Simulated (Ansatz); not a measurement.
The multiplicity is imposed and other spin states were not computed.

All values below come from r2SCAN-D4/def2-SVP run with Ansatz (an electronic-structure program). No frequencies were computed at this level.

Ansatz 0.2 input:
```yaml
crystal:
  periodic: [false, false, false]
  atoms:
    - { symbol: Cd, position_ang: [0.017316, -0.0051, -0.014296] }
    - { symbol: Cl, position_ang: [-1.811738, 0.533551, 1.495761] }
basis:
  gaussian: { orbitals: def2-svp }
hamiltonian:
  xc: r2scan
  dispersion: d4
relax:
  max_steps: 150
magnetization:
  spin_polarized: true
  initial_magnetization: 1
```

Output:

```
Functional definition: r2SCAN
503 factors; their error is unknown
mean field evaluation 1: about -17082.6720 eV, gradient 1.5e1 eV
mean field evaluation 2: about -17071.8317 eV, gradient 4.3e1 eV
mean field evaluation 4: about -17084.1474 eV, gradient 1.6e0 eV
mean field evaluation 8: about -17084.1423 eV, gradient 1.8e-2 eV
mean field evaluation 16: about -17084.1423 eV, gradient 8.7e-6 eV
mean field -17084.14231613 eV, -627.8306500703 hartree, gradient 8.7e-6 eV, S^2 0.753801; 0 other end points of the search recorded, 0 dependent functions left out
reference -17084.14233103 eV, -627.8306506179 hartree; 19, 18 occupied and 30, 31 virtual orbitals, 503 factors
relax step   1: F+E_penalty+E_count = -17084.15068959 eV  Δ(F+E_penalty+E_count) = +0.000e0 eV  max|allowed force component| = 4.466e-1 eV/Å  Δτ_max = 0.0000 Å  (29 SCF iters, accepted)
these checks for a lower state are left out or cut short: starts, cluster_reference, orbital_swaps, neighbouring_geometries, increment
503 factors; their error is unknown
mean field -17084.16288420 eV, -627.8314059328 hartree, gradient 2.0e-5 eV, S^2 0.753503; 0 other end points of the search recorded, 0 dependent functions left out
reference -17084.16289911 eV, -627.8314064806 hartree; 19, 18 occupied and 30, 31 virtual orbitals, 503 factors
relax step   2: F+E_penalty+E_count = -17084.17124042 eV  Δ(F+E_penalty+E_count) = -2.055e-2 eV  max|allowed force component| = 5.828e-2 eV/Å  Δτ_max = 0.0371 Å  (30 SCF iters, accepted)
these checks for a lower state are left out or cut short: starts, cluster_reference, orbital_swaps, neighbouring_geometries, increment
503 factors; their error is unknown
mean field evaluation 32: about -17084.1632 eV, gradient 1.2e-5 eV
mean field -17084.16316792 eV, -627.8314163592 hartree, gradient 1.2e-5 eV, S^2 0.753528; 0 other end points of the search recorded, 0 dependent functions left out
reference -17084.16318282 eV, -627.8314169070 hartree; 19, 18 occupied and 30, 31 virtual orbitals, 503 factors
relax step   3: F+E_penalty+E_count = -17084.17152546 eV  Δ(F+E_penalty+E_count) = -2.850e-4 eV  max|allowed force component| = 4.536e-4 eV/Å  Δτ_max = 0.0037 Å  (33 SCF iters, accepted)
503 factors; their error is unknown
mean field -17084.16316792 eV, -627.8314163592 hartree, gradient 1.3e-5 eV, S^2 0.753528; 1 other end points of the search recorded, 0 dependent functions left out
reference -17084.16318282 eV, -627.8314169070 hartree; 19, 18 occupied and 30, 31 virtual orbitals, 503 factors
Total energy: -17084.17154037 eV, -627.8317240411 hartree
Atom 0 at    -0.007771     0.002288     0.006415 Å, force    -0.000454     0.000134     0.000374 eV/Å
Atom 1 at    -1.786651     0.526163     1.475050 Å, force     0.000454    -0.000134    -0.000374 eV/Å
Dipole moment:     0.494175    -0.145533    -0.407988 e Å
```

Cost: very roughly 10 core-seconds.
